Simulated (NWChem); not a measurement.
## Basis-set dependence for H₂INSi

```xyz
5

Si     1.1635     1.3106     0.0000
I     -0.7467    -0.3659     0.0000
N      2.4856     0.1919     0.0000
H      2.4369    -0.8330     0.0000
H      3.4526     0.5353     0.0000
```
Charge 0, spin multiplicity 1.

Everything below was run with NWChem. Structure: optimised with PBE/def2-SVP with def2 effective core potentials on I, a minimum by its harmonic frequencies. It is one conformer; others weren't searched.

Hartree-Fock energies in Ha, correlation energies in mHa.

Effective core potentials replace the inner electrons of I; spin-orbit coupling is left out. The correlated methods keep 10 core orbitals frozen. The structure started from a generated list of species.

```
basis      functions         RHF     MP2  SCS-MP2
---------  ---------  ----------  ------  -------
def2-SVP          68  -641.10823  -370.0   -359.7
def2-TZVP        130  -641.28760  -803.9   -742.1
```

From def2-SVP to def2-TZVP the Hartree-Fock energy moves by -179.4 mHa and the MP2 correlation energy by -433.9 mHa, which is 54 % of its value in the larger set.
